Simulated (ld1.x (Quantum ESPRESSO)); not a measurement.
**Before and after: ultrasoft potential for Sn**

* Element: tin
* Generator: ld1.x (Quantum ESPRESSO) 7.5
* Type: ultrasoft
* Functional: PBEsol
* Relativity: scalar-relativistic
* Frozen core: [Kr]
* Valence charge: 14
* Reference configuration: 4d10 5s1.75 5p2.25
* Partial waves: 5s (bound): rcut 1.60, rcutus 2.00 bohr; 5s channel at -0.25 Ry: rcut 1.60, rcutus 2.00 bohr; 5p (bound): rcut 1.55, rcutus 2.05 bohr; 5p channel at 1.95 Ry: rcut 1.55, rcutus 2.05 bohr; 4d (bound): rcut 1.35, rcutus 1.45 bohr; 4d channel at -1.5 Ry: rcut 1.35, rcutus 1.45 bohr
* Local potential: all-electron potential smoothed inside 1.20 bohr (lloc = -2)
* Core correction: none
* Augmentation charge: PSQ, inside the norm-conserving radii

All-electron outer shells of the reference configuration (PBEsol, scalar-relativistic, ld1.x):

| shell | level (eV) | outermost node (bohr) | outermost maximum (bohr) |
| --- | --- | --- | --- |
| 4s | -134.14 | 0.40 | 0.74 |
| 4p | -89.96 | 0.41 | 0.79 |
| 4d | -26.17 | 0.39 | 0.88 |
| 5s | -10.82 | 0.98 | 2.01 |
| 5p | -3.87 | 1.09 | 2.55 |

Change: local potential all-electron potential smoothed inside 0.76 bohr (lloc = -2).

Cutoffs: the cutoffs (Ry, on a coarse ladder) from which the occupation-weighted sum of valence levels, in a spherical-Bessel basis at the reference potential, stays within 10 and 1 mRy of its value at 400 Ry; they do not see the model core or the augmentation charge, which bear on the density cutoff. Errors are all-electron minus pseudo energies relative to the spin-unpolarised reference configuration.

Question: Predict the effect on cutoff, ghosts and configuration errors.

Answer: The potential gets neither clearly harder nor softer (70 Ry and 110 Ry → 70 Ry and 120 Ry); the bound ghosts move from s to p, s; of the 7 tests that both files solve, the error grows in 1 and shrinks in 1 by more than 15 % and 0.3 meV (median size 1.7 → 1.9 meV); the range in which the p phases agree widens (upper end 1.1 → at the end of the scan). A state that the projectors do not describe sees the local part alone, so a deeper or shallower local part can create or remove a ghost.

| quantity | base | changed |
| --- | --- | --- |
| cutoff, loose | 70 Ry | 70 Ry |
| cutoff, tight | 110 Ry | 120 Ry |
| loose cutoff by channel (10 mRy a level) | s 6 Ry, p 6 Ry, d 45 Ry | s 8 Ry, p 6 Ry, d 45 Ry |
| bound ghosts | s | s, p |
| error for 4d10 5s2 5p2, meV [ΔE -1.73 eV] | +0.2 | +0.2 |
| error for 4d10 5s2 5p1, meV [ΔE 5.17 eV] | -1.7 | -1.9 |
| error for 4d10 5s2 5p0, meV [ΔE 19.14 eV] | -7.0 | -7.1 |
| error for 4d10 5s2 5p2.3, meV [ΔE -2.58 eV] | +0.5 | +0.4 |
| error for 4d10 5s0 5p4, meV [ΔE 12.52 eV] | +4.9 | +3.8 |
| error for 4d9 5s2 5p3, meV [ΔE 22.67 eV] | -52 | -52 |
| error for 4d10 5s1 5p2, meV [ΔE 12.86 eV] | -0.4 | -1.1 |
| s: phases at 2.24 bohr within 0.05 rad from the reference energy up to (Ry; the scan ends near 5) | to the end of the scan | 4.6 |
| p: phases at 2.24 bohr within 0.05 rad from the reference energy up to (Ry; the scan ends near 5) | 1.1 | to the end of the scan |
| d: phases at 2.24 bohr within 0.05 rad from the reference energy up to (Ry; the scan ends near 5) | to the end of the scan | to the end of the scan |
| lowest overlap eigenvalue by channel | s 0.39, p 0.54, d 0.89 | s 0.19, p 0.50, d 0.91 |

 A true bound ghost makes a file unfit for plane-wave use even where its test errors are small: the radial tests pick states by their node count and pass the ghost by.
